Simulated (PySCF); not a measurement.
**Correlation energy of P⁺ (phosphorus, charge +1)**

[Ne] 3s2 3p2, high-spin 3P determinant. Calculation: PySCF 2.14, in x2c-QZVPPall with one added diffuse shell each of s, p, d, f type (10s7p5d3f1g, 86 functions); the spin-free X2C one-electron Hamiltonian (Gaussian nucleus). Frozen: [Ne]; 4 electrons correlated.

```tsv
level	correlation energy (mhartree)
CCSD	-85.53
(T)	-2.66
CCSD(T)	-88.19
```

Diagnostics: T1 = 0.010, D1 = 0.0252, largest double amplitude 0.101.

Cost of the coupled-cluster step: of the order of 15 core-seconds, for 4 correlated electrons.

Iterations:

```
CC2 = 0
CCSD nocc = (np.int64(3), np.int64(1)), nmo = (81, 81)
frozen orbitals [[0, 1, 2, 3, 4], [0, 1, 2, 3, 4]]
max_cycle = 100
direct = 0
conv_tol = 1e-08
conv_tol_normt = 1e-06
diis_space = 8
diis_start_cycle = 0
Init t2, MP2 energy = -0.0671309437627972
Init E_corr(UCCSD) = -0.0671309437811947
cycle = 1  E_corr(UCCSD) = -0.0794218303333632  dE = -0.0122908866  norm(t1,t2) = 0.048935
cycle = 2  E_corr(UCCSD) = -0.0831161981429043  dE = -0.00369436781  norm(t1,t2) = 0.0196144
cycle = 3  E_corr(UCCSD) = -0.0855273539565416  dE = -0.00241115581  norm(t1,t2) = 0.00925407
cycle = 4  E_corr(UCCSD) = -0.0855180308894126  dE = 9.32306713e-06  norm(t1,t2) = 0.0017133
cycle = 5  E_corr(UCCSD) = -0.08553519041903  dE = -1.71595296e-05  norm(t1,t2) = 0.000245758
cycle = 6  E_corr(UCCSD) = -0.0855291939341494  dE = 5.99648488e-06  norm(t1,t2) = 5.10955e-05
cycle = 7  E_corr(UCCSD) = -0.0855318077739549  dE = -2.61383981e-06  norm(t1,t2) = 1.01445e-05
cycle = 8  E_corr(UCCSD) = -0.0855313754729538  dE = 4.32301001e-07  norm(t1,t2) = 2.09244e-06
cycle = 9  E_corr(UCCSD) = -0.0855313566524311  dE = 1.88205227e-08  norm(t1,t2) = 3.72052e-07
cycle = 10  E_corr(UCCSD) = -0.0855313717742501  dE = -1.5121819e-08  norm(t1,t2) = 1.00478e-07
cycle = 11  E_corr(UCCSD) = -0.085531371845572  dE = -7.13219345e-11  norm(t1,t2) = 2.38051e-08
UCCSD converged
E(UCCSD) = -341.2589675635112  E_corr = -0.08553137184557202
UCCSD(T) correction = -0.00265823878515655
```
